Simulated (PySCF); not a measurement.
**`C[S@@](=O)O[C@H]1[C@@H]2C[C@@H]21`, C5H8O2S**

Geometry:
```tsv
atom	x (Å)	y (Å)	z (Å)
C1	3.139	0.398	0.248
S2	1.840	-0.785	-0.302
O3	1.795	-1.825	0.705
O4	0.621	0.333	0.037
C5	-0.657	-0.195	0.174
C6	-1.792	0.773	0.151
C7	-2.848	-0.227	-0.197
C8	-1.589	-0.153	-1.001
H9	3.001	0.590	1.305
H10	4.110	-0.052	0.069
H11	3.032	1.310	-0.326
H12	-0.684	-1.052	0.849
H13	-1.810	1.834	0.264
H14	-3.003	-1.077	0.456
H15	-3.754	0.148	-0.652
H16	-1.407	-0.011	-2.043
```

Computed, not measured: TDDFT B3LYP/def2-SVPD circular dichroism and optical rotation, one conformer, gas phase in PySCF 2.14.0. Geometry: GFN2-xTB.

The molecule is flexible and this is one conformer; a measurement averages over conformers. States above about 6.9 eV lie in this functional's continuum (it starts at minus the energy of the highest occupied orbital, well below the true ionisation energy for most functionals) and depend on the basis.

(1) Assign R or S to each stereocentre.

(2) List the lowest 8 singlet excitations with oscillator and rotatory strengths.

Results:

(1) S2 S, C6 R, C8 S.

(2) Rotatory strengths R in 10⁻⁴⁰ esu² cm², velocity form and length form (origin at the centre of mass); f in length form.
```tsv
state	E (eV)	λ (nm)	f	R (velocity)	R (length)	main
1	5.35	232	0.060	-4.9	-5.8	HOMO→LUMO 0.96
2	5.99	207	0.002	0.0	-0.5	HOMO−1→LUMO 0.97
3	6.23	199	0.022	-3.4	-4.4	HOMO→LUMO+1 0.84
4	6.53	190	0.018	+10.3	+9.2	HOMO→LUMO+2 0.88
5	6.69	185	0.013	-22.4	-22.0	HOMO−2→LUMO 0.81
6	6.82	182	0.032	+33.9	+33.2	HOMO−1→LUMO+1 0.57, HOMO→LUMO+3 0.30
7	6.84	181	0.044	-66.0	-64.9	HOMO→LUMO+3 0.49, HOMO−1→LUMO+1 0.36
8	6.99	177	0.007	+8.4	+7.5	HOMO−1→LUMO+2 0.56, HOMO−1→LUMO+3 0.28
```

Among the states computed, the strongest CD band (largest |R|) is state 7. The largest dissymmetry factor in size, g = 4R/(D+G), with D and G the electric and magnetic dipole strengths, is -0.019 for state 5 (velocity form, f = 0.012), among bands with |R| over 0.5. The mirror image has the same energies and oscillator strengths and all R with the opposite sign.
